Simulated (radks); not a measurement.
Values are calculated unless marked as measured or tabulated.
All-electron atom: Mn in [Ar] 3d5 4s1 5s1 (not the ground configuration). Code: a radial shooting solver on a logarithmic mesh with Libxc functionals. Model: scalar-relativistic Kohn-Sham, PBE, spin-polarised, spherical densities, point nucleus; open shells are filled with parallel spins first.

Normalised radial functions P(r) = r R(r), r in bohr:

r	3s down	3d up	3d down
0.002717	0.0745	0.0000	0.0000
0.004252	0.1113	0.0000	0.0000
0.006655	0.1623	0.0000	0.0000
0.01042	0.2280	0.0001	0.0001
0.01643	0.3020	0.0005	0.0005
0.02572	0.3559	0.0018	0.0017
0.04026	0.3364	0.0061	0.0059
0.06352	0.1606	0.0198	0.0194
0.09942	-0.1992	0.0586	0.0573
0.1556	-0.5769	0.1537	0.1502
0.2436	-0.5293	0.3431	0.3348
0.3843	0.2466	0.6248	0.6081
0.6015	1.0944	0.8636	0.8397
0.9414	1.0614	0.8704	0.8536
1.485	0.4260	0.6290	0.6324
2.325	0.0677	0.3249	0.3494
3.639	0.0029	0.1039	0.1223
5.695	0.0000	0.0159	0.0235
8.985	0.0000	0.0008	0.0020
14.06	0.0000	0.0000	0.0000
22.01	0.0000	0.0000	0.0000

3s down: eigenvalue -86.493 eV, 2 radial nodes at r = 0.0795, 0.343 bohr, <r> = 0.854 bohr, 90 % of the charge inside 1.28 bohr. 3d up: eigenvalue -12.569 eV, 0 radial nodes, <r> = 1.17 bohr, 90 % of the charge inside 2.04 bohr. 3d down (empty): eigenvalue -7.621 eV, 0 radial nodes, <r> = 1.23 bohr, 90 % of the charge inside 2.16 bohr.
